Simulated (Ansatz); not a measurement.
Cl₂H₄N₂Si (`N[Si](N)(Cl)Cl`). Charge 0, multiplicity 1. The geometry is a stationary point of PBE0-D4/def2-TZVP. It is one conformer, not always the lowest.

```xyz
9

N    -0.078   -1.102    0.971
Si   -0.416    0.110   -0.156
N     1.030    0.851   -0.615
Cl   -1.279   -0.490   -1.923
Cl   -1.813    1.304    0.766
H     0.597   -1.818    0.754
H    -0.789   -1.423    1.607
H     1.098    1.342   -1.491
H     1.649    1.226    0.086
```

What is the dipole moment at ωB97M-V/def2-TZVPP? (Estimate.)

Ansatz gave: 2.34 D, with components (2.13, -0.56, 0.80) D in this frame, pointing from negative to positive charge.

And with PBE, r2SCAN, B3LYP? (Estimate.)

Computed: PBE 2.37 D, r2SCAN 2.41 D, B3LYP 2.35 D.

Give the Mulliken charges with ωB97M-V, r2SCAN, PBE in def2-TZVPP. (An estimate is asked.)

The calculation gave: 
```
atom  ωB97M-V  r2SCAN    PBE
  N1    -0.35   -0.43  -0.37
 Si2     0.63    0.74   0.56
  N3    -0.35   -0.43  -0.37
 Cl4    -0.22   -0.26  -0.23
 Cl5    -0.22   -0.26  -0.23
  H6     0.13    0.17   0.16
  H7     0.13    0.16   0.16
  H8     0.13    0.16   0.16
  H9     0.13    0.17   0.16
```

B3LYP here is the variant with VWN-RPA as its local correlation; programs differ in this.
